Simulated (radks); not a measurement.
Values are calculated unless marked as measured or tabulated.
Spherical quantum dot in the effective-mass picture: electrons in a well V = -V0 / (1 + exp((r - R)/a)) with V0 = 41.9, R = 1.46, a = 0.11, all in effective atomic units (hartree* = m*/eps^2 hartree, bohr* = eps/m* bohr), one dielectric constant everywhere. Level of theory: non-relativistic Kohn-Sham, r2SCAN, spin-polarised, spherical densities, generalised Kohn-Sham scheme (a radial shooting solver with Libxc functionals). Levels are named by radial order and angular momentum (1s, 1p, 1d, 2s, ...), and open shells are averaged over m.

N = 2, configuration 1s2. This is the lowest configuration that the search found. Occupied and some empty levels:

level,occupation,eigenvalue (hartree*),<r> (bohr*)
1s,2,-37.651,0.7212
1p,0,-35.101,0.8550
1d,0,-31.881,0.9439
2s,0,-30.368,0.7552

Energy (hartree*): total -77.3568, kinetic 4.1717, external -82.718, Hartree 2.4789, exchange-correlation -1.2896.

Electron density:

r (bohr*),n(r) (e/bohr*^3)
0.0693,1.012
0.146,0.9893
0.224,0.9503
0.301,0.8964
0.378,0.8290
0.455,0.7501
0.532,0.6626
0.609,0.5694
0.686,0.4742
0.764,0.3806
0.841,0.2928
0.918,0.2139
0.995,0.1469
1.07,0.09365
1.15,0.05437
1.23,0.02792
1.30,0.01263
1.38,0.004926
1.46,0.001655
1.53,0.0004883
